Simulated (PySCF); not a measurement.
CH6NO2Ta, SMILES [CH3][Ta]([OH])([OH])=[NH], multiplicity 1.

Coordinates come from a B3LYP-D3(BJ)/def2-SVP optimisation. The spin state was assumed, not searched. The def2 effective core potentials stand for the cores of Ta; spin–orbit coupling is left out. The values are those of a single conformer.

Calculation: PBE/def2-TZVP in PySCF.

Symmetry labels are those of the subgroup Cs that the program uses (full group Cs).

Computed valence orbital energies around the gap with their symmetry:
| orbital | symmetry | energy (eV) |
|---|---|---|
| HOMO−7 | A' | -9.38 |
| HOMO−6 | A' | -8.63 |
| HOMO−5 | A" | -8.24 |
| HOMO−4 | A' | -8.07 |
| HOMO−3 | A" | -7.56 |
| HOMO−2 | A' | -6.81 |
| HOMO−1 | A" | -6.19 |
| HOMO | A' | -6.14 |
| LUMO | A" | -1.24 |
| LUMO+1 | A' | -0.83 |
| LUMO+2 | A' | -0.59 |
| LUMO+3 | A' | -0.05 |
